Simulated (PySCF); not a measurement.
A structure optimised at PBE0-D3(BJ)/def2-SVP, used in a PySCF frequency run:

```
Ir
O 1 1.6811
O 1 1.6811 2 109.47
O 1 1.6811 2 109.47 3 -120.00
O 1 1.6811 2 109.47 3 120.00
```
Charge +1, spin multiplicity 1.

Question: Write its SMILES, formula and point group.

Answer: [O]=[Ir+](=[O])(=[O])=[O], IrO4, Td

Question: What are its rotational constants (standard atomic weights)?

Answer: 4.1916, 4.1916, 4.1916 GHz
